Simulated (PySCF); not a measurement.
Coordinates in bohr (charge -1 multiplicity 2):
```
Ti    0.0000    0.0000   -0.6943
O     2.6171    0.0000    1.0394
O    -2.6171    0.0000    1.0394
```

All numbers come from UPBE0/[Ti def2-TZVPD, O def2-TZVPD], no relativity, density fitting, PySCF.

This geometry of TiO₂⁻ is a stationary point at this level.

Question: What is the point group?

Answer: C2v.

Question: Is it a minimum?

Answer: Yes: all harmonic wavenumbers are real.

Question: Give the atomic charges and bond orders.

Answer: 
```json
{"atom": "Ti1", "Mulliken": "0.59", "Löwdin": "0.40", "polar tensor": "0.81", "spin (Mulliken)": "1.28", "Mayer order to Ti1": "–"}
{"atom": "O2,3", "Mulliken": "-0.79", "Löwdin": "-0.70", "polar tensor": "-0.90", "spin (Mulliken)": "-0.14", "Mayer order to Ti1": "1.52"}
```

Question: Give the ideal-gas entropy at 298.15 K and 1 bar by parts.

Answer: translation 163.5, rotation 89.5, vibration 6.2, spin 5.8; total 265.0 J/(mol K).

Only a few start shapes were tried, so a lower isomer may exist. Other spin states or occupations of the open shell can lie lower. The lowest empty level of this anion is unbound, so it and the gap depend on the basis.
